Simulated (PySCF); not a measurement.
# TeH₆: from structure and modes to constants

Method: PBE0 in PySCF with Te def2-TZVP with ECP28, H def2-TZVP; scalar-relativistic core potentials, no spin–orbit coupling; density-fitted integrals.

The singlet minimum has Oh symmetry. Masses (u): Te 129.90622, H 1.00782.

```xyz
7
charge 0 multiplicity 1, angstrom
Te    0.0000    0.0000    0.0000
H     0.0000    0.0000    1.7333
H     0.0000    0.0000   -1.7333
H     1.7333    0.0000    0.0000
H     0.0000    1.7333    0.0000
H    -1.7333    0.0000    0.0000
H     0.0000   -1.7333    0.0000
```

Harmonic wavenumbers (cm⁻¹): 862.0 (t2u, ×3), 931.8 (t1u, ×3), 1025.1 (t2g, ×3), 1781.5 (t1u, ×3), 1784.5 (eg, ×2), 1958.1 (a1g, ×1).

Problem. What is the harmonic zero-point energy?

Solution. Half the sum of all 15 wavenumbers, 19328/2 = 9664 cm⁻¹, which is 115.6 kJ/mol (1 cm⁻¹ = 0.0119627 kJ/mol).

Problem. Find the vibrational entropy and heat capacity at 298.15 K.

Solution. With u = 1.43878 ω/T, each mode gives S = R[u/(eᵘ−1) − ln(1−e⁻ᵘ)] and C = R u² eᵘ/(eᵘ−1)².
```csv
ω (cm⁻¹),u,S (J/(mol K)),C (J/(mol K))
862.0 (×3),4.160,0.68,2.32
931.8 (×3),4.497,0.51,1.92
1025.1 (×3),4.947,0.35,1.47
1781.5 (×3),8.597,0.01,0.11
1784.5 (×2),8.611,0.01,0.11
1958.1,9.449,0.01,0.06
```
The sums over all modes are S = 4.7 and C = 17.7 J/(mol K); the softest mode gives 14 % of the entropy (each member, where degenerate).
